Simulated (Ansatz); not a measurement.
```yaml
crystal:
  periodic: [false, false, false]
  atoms:
    - {symbol: Ag, position_ang: [0.486712, -0.822969, -3.000028]}
    - {symbol: Ag, position_ang: [-0.111390, 1.167691, 1.321181]}
    - {symbol: Ag, position_ang: [-1.390855, -2.195871, 2.239145]}
    - {symbol: Ag, position_ang: [-0.147289, 1.387571, -1.448076]}
    - {symbol: Ag, position_ang: [1.910574, -0.510848, -0.619494]}
    - {symbol: Ag, position_ang: [-0.924270, 3.441725, 0.130268]}
    - {symbol: Ag, position_ang: [-0.648643, -1.289644, -0.454711]}
    - {symbol: Se, position_ang: [0.825162, -1.177666, 1.831715]}
basis:
  gaussian: {orbitals: def2-TZVP, initial_orbitals: start.molden}
total_charge: 1
hamiltonian: {xc: {name: CAM-B3LYP}, dispersion: d4}
scf: {omitted_lower_state_checks: [starts]}
output: {orbitals: {seedname: orbitals}}
```

The file start.molden holds the orbitals of an earlier run on this structure, at another level or in another basis.

```sh
$ ansatz run in.yaml --threads 4 --pin off --events-out ev --progress --plain --max-ram 4787MiB
```

(1) Does this run fit into the memory that it is given?

## Answers

(1) No. It has 328 basis functions, and Ansatz plans for 5.42 GiB where 4.67 GiB are given.
